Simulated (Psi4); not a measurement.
Relaxed torsion scan: SMILES CC(C)c1cccc(C#N)c1 (C10H11N). Scanned: dihedral C1–C2–C4–C5; all other coordinates were relaxed at GFN2-xTB.

Geometry of the scan point at 40° (Å):
```
22

C     -1.8746    -1.4382    -0.6142
C     -1.5400     0.0370    -0.3670
C     -2.3129     0.5350     0.8541
C     -0.0443     0.2602    -0.2621
C      0.8321    -0.4158    -1.1105
C      2.2025    -0.2354    -1.0336
C      2.7453     0.6264    -0.1010
C      1.8846     1.3129     0.7521
C      2.4082     2.2062     1.7151
N      2.8305     2.9304     2.4974
C      0.5041     1.1281     0.6717
H     -1.4278    -2.0616     0.1576
H     -1.5221    -1.7786    -1.5831
H     -2.9526    -1.5799    -0.5877
H     -1.8880     0.6084    -1.2395
H     -1.9439     0.0620     1.7618
H     -3.3662     0.2866     0.7447
H     -2.2396     1.6144     0.9601
H      0.4450    -1.0868    -1.8608
H      2.8513    -0.7751    -1.7075
H      3.8123     0.7737    -0.0278
H     -0.1196     1.6806     1.3557
```

Method: B3LYP-D3(BJ)/def2-SVP // GFN2-xTB (Psi4 1.11).

Scanned values (°): -160, -140, -120, -100, -80, -60, -40, -20, 0, 20, 40, 60, 80, 100, 120, 140, 160, 180.

Task: Locate the minima and the barriers on this grid.

Result: Lower than their neighbours: -60° (0.0 mEh), 120° (0.0 mEh). Higher than their neighbours: -160° (3.2 mEh), 20° (3.2 mEh). The whole profile spans 3.2 mEh.
